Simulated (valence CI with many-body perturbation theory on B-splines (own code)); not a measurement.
Ru11+: magnetic and hyperfine properties of the levels

Computed by valence CI with perturbative core correlation (CI+MBPT): five valence electrons over a frozen Dirac-Fock core [Ar] 3d10, a basis of 9 s, 9 p, 8 d, 6 f, 3 g, 1 h functions for each j, with the one-electron correlation potential Σ1 (screened to all orders), the two-electron term Σ2, the three-electron term Σ3, Breit, model QED; selected single and double excitations, second order for the rest, scaled by the run's own slope (own B-spline code, finite nucleus).

No measured levels were compared; by estimate levels hold to about 250 cm⁻¹ or 0.2 % of their energy and the worst to 1 %, as in measured heavy ions of charge 2 to 7; those with d or f electrons hold less well. Among the levels kept, up to 630 cm⁻¹ of a level comes from second order outside the variational space, and about a tenth of that is noise between levels of different J, which matters for small intervals.

A/g_I is the dipole constant over the nuclear g factor μ/I (μ in nuclear magnetons, uniformly magnetised nucleus), B/Q the quadrupole constant per barn. Both hold the static response of the core; the bare values leave it out. Large factors of s and p1/2 electrons are usually good to 5 to 10 %; those of open d and f shells near neutrality can be off by tens of per cent, and small factors of p3/2, d and f electrons come from cancelling terms and can be off by a factor of two or in sign, in half-filled shells by more. B is blank for J = 1/2, where it vanishes, and for nearly pure S terms. Energies count from the lowest level.

Names give the largest LS component (configuration and term), which can be under half, so a name can repeat, a term be missing and a line seem to break the LS rules; names also repeat where a configuration has a term twice. Letters in brackets count levels of one name in rising energy.

```csv
Level,E (cm⁻¹),g,A/g_I (MHz),A/g_I bare,B/Q (MHz/b),B/Q bare
4s2.4p3 4S°_3/2,0,1.804,2250,1860,2400,2220
4s2.4p3 2D°_3/2,32352,1.081,2750,2590,7690,7130
4s2.4p3 2D°_5/2,44089,1.200,9600,8960,-53.3,-45.3
4s2.4p3 2P°_1/2,66247,0.665,28200,26600,,
4s2.4p3 2P°_3/2,89572,1.248,5210,4830,-10100,-9400
4s.4p4 4P_5/2,263590,1.575,23100,21600,7440,6900
4s.4p4 4P_3/2,284480,1.689,16700,15600,-7000,-6490
4s.4p4 4P_1/2,289770,2.604,55000,51600,,
4s.4p4 2D_3/2,324590,0.888,-5140,-4810,-10900,-10200
4s.4p4 2D_5/2,332370,1.224,26100,24500,-16500,-15300
4s.4p4 2S_1/2,367480,1.551,43800,41200,,
4s.4p4 2P_3/2,373360,1.285,530,443,5060,4690
4s.4p4 2P_1/2,405370,1.153,52300,49300,,
4s2.4p2.4d 4F_3/2,410300,0.532,2660,2650,828,709
4s2.4p2.4d 4F_5/2,419370,1.114,868,850,3670,3320
4s2.4p2.4d 2F_5/2 [a],432620,0.954,7310,6870,-3280,-3070
4s2.4p2.4d 4F_7/2,434430,1.255,1460,1350,3200,2880
4s2.4p2.4d 4D_1/2,438690,0.060,11900,11400,,
4s2.4p2.4d 4D_3/2,440420,1.102,5330,5010,-4470,-4130
4s2.4p2.4d 2F_7/2 [a],441030,1.241,3990,3730,3910,3580
4s2.4p2.4d 4F_9/2,446640,1.294,4240,3950,-3350,-3200
4s2.4p2.4d 4D_5/2,451820,1.200,4450,4190,-3660,-3400
4s2.4p2.4d 2P_3/2 [a],468370,1.273,-2760,-2620,457,399
4s2.4p2.4d 4D_7/2,471490,1.198,3840,3600,5380,4950
4s2.4p2.4d 2G_7/2,483230,1.009,4430,4180,10600,9730
4s2.4p2.4d 4P_5/2,488320,1.527,1150,1020,55.4,52.0
4s2.4p2.4d 2G_9/2,491340,1.150,3590,3390,15900,14700
4s2.4p2.4d 2P_1/2 [a],491620,1.397,16100,15200,,
4s2.4p2.4d 4P_3/2,492630,1.439,2680,2480,-1610,-1480
4s2.4p2.4d 4P_1/2,502190,1.787,-2000,-2190,,
4s2.4p2.4d 2D_3/2 [a],502370,1.032,4380,4130,3370,3100
4s2.4p2.4d 2D_5/2 [a],516660,1.203,4170,3910,-687,-662
4s2.4p2.4d 2D_3/2 [b],524820,0.920,4470,4200,-1860,-1710
4s2.4p2.4d 2P_1/2 [b],529760,0.915,-6850,-6360,,
4s2.4p2.4d 2D_5/2 [b],532070,1.163,973,943,11200,10300
4s2.4p2.4d 2F_5/2 [b],537030,1.051,3630,3440,3650,3360
4s2.4p2.4d 2S_1/2,549460,1.868,15700,14800,,
4s2.4p2.4d 2F_7/2 [b],550740,1.137,4570,4280,-1990,-1880
4s2.4p2.4d 2P_3/2 [b],551050,1.275,2060,1940,-3250,-3000
4s2.4p2.4d 2D_3/2 [c],573520,0.828,2910,2810,3130,2870
```

(1) Take the isotope of mass number 101, with I = 5/2, μ = -0.718 μN and Q = 0.46 b. What is the hyperfine structure of 4s.4p4 4P_3/2?

Answers

(1) From the table A = -4780 MHz, B = -3220 MHz. Shifts from the centre of gravity in MHz: F = 1: 22800, F = 2: 15900, F = 3: 2970, F = 4: -18700.
